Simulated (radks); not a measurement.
Effect of the nuclear size on neutral chromium, [Ar] 3d5 4s1. Calculated with a radial shooting solver on a logarithmic mesh with Libxc functionals: Dirac Kohn-Sham, PBE, spin-unpolarised, spherical densities, finite nucleus; open shells are shared between the two j in proportion to 2j + 1; Fermi nuclear charge, rms radius 3.6452 fm. The rms radius is varied about that value; shifts are against it.

rms radius (fm)  total energy shift (eV)  density at nucleus (e/bohr^3)  1s1/2 shift (meV)  2s1/2 shift (meV)  3s1/2 shift (meV)
3.0693                           -0.0215                      1.151e+04              -9.11             -0.798             -0.112
3.4702                          -0.00691                      1.146e+04              -2.93             -0.256             -0.036
3.6452                                 0                      1.144e+04              0.000              0.000              0.000
3.955                             0.0130                       1.14e+04               5.52              0.484              0.068
4.305                             0.0290                      1.137e+04               12.3               1.08              0.151

Slopes of the eigenvalues against <r^2> in GHz/fm^2, as finite differences over the two radii next to the reference (eigenvalue slopes, not the field-shift constants of lines): 1s1/2 568, 2s1/2 49.7, 3s1/2 6.98.
